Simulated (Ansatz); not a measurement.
```yaml
crystal:
  periodic: [false, false, false]
  atoms:
    - {symbol: Ca, position_ang: [-0.951923, -2.245332, -3.352519]}
    - {symbol: Ca, position_ang: [-1.128631, -2.160672, 1.257697]}
    - {symbol: Ca, position_ang: [-1.142025, -0.205428, -1.363910]}
    - {symbol: Ca, position_ang: [-1.286575, 0.159962, 3.298082]}
    - {symbol: Ca, position_ang: [-0.950854, 2.193956, -3.581108]}
    - {symbol: Ca, position_ang: [-1.288744, 2.280739, 1.206194]}
    - {symbol: Ca, position_ang: [1.316022, -2.356277, -1.304134]}
    - {symbol: Ca, position_ang: [0.963847, -2.222551, 3.428065]}
    - {symbol: Ca, position_ang: [1.354921, 0.145870, -3.458859]}
    - {symbol: Ca, position_ang: [1.326676, 0.231879, 1.265229]}
    - {symbol: Ca, position_ang: [1.214164, 2.585981, -1.077792]}
    - {symbol: Ca, position_ang: [0.836332, 2.198067, 3.374011]}
    - {symbol: O, position_ang: [-1.086738, -2.307685, -1.484292]}
    - {symbol: O, position_ang: [-0.863010, -2.395792, 3.397879]}
    - {symbol: O, position_ang: [-1.280230, -0.333614, -3.243984]}
    - {symbol: O, position_ang: [-0.684184, -0.066152, 0.886630]}
    - {symbol: O, position_ang: [-1.151321, 2.457192, -0.907504]}
    - {symbol: O, position_ang: [-0.861938, 2.239103, 3.272778]}
    - {symbol: O, position_ang: [1.075513, -2.135643, -3.464618]}
    - {symbol: O, position_ang: [1.159605, -2.395284, 1.023269]}
    - {symbol: O, position_ang: [1.215122, 0.281819, -1.398796]}
    - {symbol: O, position_ang: [0.903895, 0.059780, 3.639946]}
    - {symbol: O, position_ang: [1.059260, 2.296208, -3.385418]}
    - {symbol: O, position_ang: [1.272849, 2.110279, 1.151533]}
basis:
  gaussian: {orbitals: cc-pVTZ, fitting: {mean_field: def2-universal-jkfit}}
hamiltonian: {xc: {name: r2SCAN0}}
scf: {omitted_lower_state_checks: [starts]}
output: {forces: true}
```

```sh
$ ansatz run in.yaml --threads 4 --pin off --events-out ev --progress --plain --max-ram 46080MiB --backend cuda --devices 0, --max-vram 37GiB
```

Output, abridged:

```
Functional definition: r2SCAN0
2844 factors; integrals over basis functions are off by at most 6.7e-1 eV
mean field evaluation 1: about -245744.5190 eV, gradient 2.4e2 eV
mean field evaluation 2: about -242154.5997 eV, gradient 9.4e2 eV
mean field evaluation 4: about -245422.2919 eV, gradient 3.4e2 eV
mean field evaluation 8: about -245845.1784 eV, gradient 3.4e-1 eV
mean field -245845.17897550 eV, -9034.6436875022 hartree, gradient 1.6e-5 eV, S^2 0.000000; 0 other end points of the search recorded, 0 dependent functions left out
reference -245845.17901926 eV, -9034.6436891104 hartree; 168, 168 occupied and 708, 708 virtual orbitals, 2844 factors
Total energy: -245845.17901926 eV, -9034.6436891104 hartree
Atom 0 at    -0.951923    -2.245332    -3.352519 Å, force    -0.968582    -3.679755    -5.434762 eV/Å
Atom 1 at    -1.128631    -2.160672     1.257697 Å, force     1.299155    -1.412680    -2.069423 eV/Å
Atom 2 at    -1.142025    -0.205428    -1.363910 Å, force     0.542886     2.638694     5.229220 eV/Å
Atom 3 at    -1.286575     0.159962     3.298082 Å, force     0.930852    -2.343761     0.836363 eV/Å
Atom 4 at    -0.950854     2.193956    -3.581108 Å, force    -0.574199    -0.598457     1.702974 eV/Å
Atom 5 at    -1.288744     2.280739     1.206194 Å, force     0.712936    -0.081603    -3.102172 eV/Å
Atom 6 at     1.316022    -2.356277    -1.304134 Å, force    -0.641566     0.656044     0.951580 eV/Å
Atom 7 at     0.963847    -2.222551     3.428065 Å, force     4.626140     0.379017    -0.318807 eV/Å
Atom 8 at     1.354921     0.145870    -3.458859 Å, force     0.152323    -1.387007    -0.337478 eV/Å
Atom 9 at     1.326676     0.231879     1.265229 Å, force     1.769690    -5.720324    -1.369606 eV/Å
Atom 10 at     1.214164     2.585981    -1.077792 Å, force    -1.161051    -1.625578    -0.257348 eV/Å
Atom 11 at     0.836332     2.198067     3.374011 Å, force    11.234859     1.154399     1.606567 eV/Å
Atom 12 at    -1.086738    -2.307685    -1.484292 Å, force     0.287807    -1.336731     5.481487 eV/Å
Atom 13 at    -0.863010    -2.395792     3.397879 Å, force    -4.798811     0.896954    -0.346510 eV/Å
Atom 14 at    -1.280230    -0.333614    -3.243984 Å, force    -0.248169     5.076007    -5.230204 eV/Å
Atom 15 at    -0.684184    -0.066152     0.886630 Å, force    -3.665443     0.833451     2.429844 eV/Å
Atom 16 at    -1.151321     2.457192    -0.907504 Å, force     0.433728     0.159509    -1.633764 eV/Å
Atom 17 at    -0.861938     2.239103     3.272778 Å, force   -10.266520     0.470956     0.191132 eV/Å
Atom 18 at     1.075513    -2.135643    -3.464618 Å, force     1.873991     0.464002     0.264876 eV/Å
Atom 19 at     1.159605    -2.395284     1.023269 Å, force    -0.428425     0.464892     0.696763 eV/Å
Atom 20 at     1.215122     0.281819    -1.398796 Å, force     0.521756    -0.664001     1.364842 eV/Å
Atom 21 at     0.903895     0.059780     3.639946 Å, force    -0.465875    -0.412935    -0.528487 eV/Å
Atom 22 at     1.059260     2.296208    -3.385418 Å, force    -0.439270     0.789023    -0.316554 eV/Å
Atom 23 at     1.272849     2.110279     1.151533 Å, force    -0.728211     5.279883     0.189465 eV/Å
Dipole moment:    -0.599252     1.232836     0.462461 e Å
Checks for a lower state left out: starts
```

Hardware: 4 threads of AMD EPYC 7R13 on a shared host and a share (37 GiB) of an NVIDIA H100 80GB HBM3. Wall time 17 s, peak host memory 2.6 GiB.
